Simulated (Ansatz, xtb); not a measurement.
# Two isomers of C4H10OSi

We compare X, `C[C@@H]1CO[SiH2]C1`, a singlet, with Y, `C[Si@@H]1CCCO1`, a singlet. Both are isolated molecules in the gas phase, relaxed with PBE-D3(BJ)/def2-SVP; the shapes shown needn't be the lowest conformers.

X (Å):

| atom | x (Å) | y (Å) | z (Å) |
| --- | --- | --- | --- |
| C | -0.3760 | -2.5153 | -0.9928 |
| C | -0.7067 | -1.0495 | -0.7132 |
| C | -0.1470 | -0.0962 | -1.7925 |
| C | -0.1847 | -0.5286 | 0.6497 |
| O | -0.2365 | 1.2551 | -1.3431 |
| Si | -0.1900 | 1.3473 | 0.3549 |
| H | -0.7547 | -2.8359 | -1.9857 |
| H | -0.8259 | -3.1820 | -0.2304 |
| H | 0.7219 | -2.6823 | -0.9795 |
| H | -1.8140 | -0.9257 | -0.7199 |
| H | 0.9179 | -0.3620 | -2.0092 |
| H | -0.7105 | -0.1927 | -2.7458 |
| H | 1.0443 | 2.0561 | 0.8450 |
| H | -1.3975 | 2.0829 | 0.8697 |
| H | 0.8598 | -0.8724 | 0.8198 |
| H | -0.7942 | -0.8851 | 1.5035 |

Y (Å):

```yaml
atoms:
  - { symbol: C, position_ang: [1.5193, -0.7788, -1.1014] }
  - { symbol: C, position_ang: [-1.5249, 0.1266, -1.5785] }
  - { symbol: C, position_ang: [-1.9086, 0.7966, -0.2390] }
  - { symbol: C, position_ang: [-1.9370, -0.3032, 0.8386] }
  - { symbol: O, position_ang: [-0.8138, -1.1655, 0.6545] }
  - { symbol: Si, position_ang: [-0.3054, -1.2045, -0.9729] }
  - { symbol: H, position_ang: [1.7148, 0.2452, -0.7241] }
  - { symbol: H, position_ang: [1.8639, -0.8382, -2.1546] }
  - { symbol: H, position_ang: [2.1295, -1.4874, -0.5050] }
  - { symbol: H, position_ang: [-0.5481, -2.5639, -1.5774] }
  - { symbol: H, position_ang: [-1.1143, 0.8442, -2.3161] }
  - { symbol: H, position_ang: [-2.4065, -0.3620, -2.0461] }
  - { symbol: H, position_ang: [-2.8791, 1.3345, -0.2883] }
  - { symbol: H, position_ang: [-1.1361, 1.5472, 0.0361] }
  - { symbol: H, position_ang: [-1.8944, 0.1252, 1.8632] }
  - { symbol: H, position_ang: [-2.8865, -0.8885, 0.7654] }
```

Problem. Estimate which is lower in electronic energy at CCSD(T)/def2-SVP + ΔMP2/def2-TZVPP, and by roughly how much.

Solution. The CCSD(T)/def2-SVP + ΔMP2/def2-TZVPP calculation puts structure Y lower, by 0.406 eV.

Level by level:

```csv
level,geometry,E(Y) − E(X) (eV),departure from the last row (eV),"job, with rough time for the two"
GFN2-xTB,GFN2-xTB,+0.355,+0.761,"optimisation, 0.22 s"
HF/STO-3G,GFN2-xTB,−0.486,−0.080,"single point, 0.52 s"
r2SCAN-D4/def2-SVP,GFN2-xTB,−0.416,−0.010,"single point, 5.8 s"
PBE-D3(BJ)/def2-SVP,PBE-D3(BJ)/def2-SVP,−0.386,+0.020,"optimisation, 31 s"
HF/def2-SVP,PBE-D3(BJ)/def2-SVP,−0.364,+0.042,part of the CCSD(T) run
MP2/def2-SVP,PBE-D3(BJ)/def2-SVP,−0.310,+0.096,part of the CCSD(T) run
CCSD(T)/def2-SVP,PBE-D3(BJ)/def2-SVP,−0.291,+0.115,single point
CCSD(T)/def2-SVP + ΔMP2/def2-TZVPP,PBE-D3(BJ)/def2-SVP,−0.406,,"single point, 89 s"
```

As drawn, Y has 1 C–Si, 1 C–H in place of 1 C–C, 1 Si–H.

GFN2-xTB puts the two in the other order. The largest departure from CCSD(T)/def2-SVP + ΔMP2/def2-TZVPP is that of GFN2-xTB, 0.761 eV. The last row adds to CCSD(T) the change of the MP2 difference between the two basis sets, here −0.115 eV.

With thermal terms from frequencies at re-optimised GFN2-xTB minima (ideal gas, soft modes damped towards free rotors, one conformer each, 298.15 K, 1 atm): the zero-point term adds +0.038 eV; ΔH is −0.357 and ΔG −0.392 eV.

The correlated steps freeze 10 core orbitals. Codes used: Ansatz 0.2.0, xtb 6.7.1; the last row on 4 threads of Arm Neoverse N1 on a shared host.
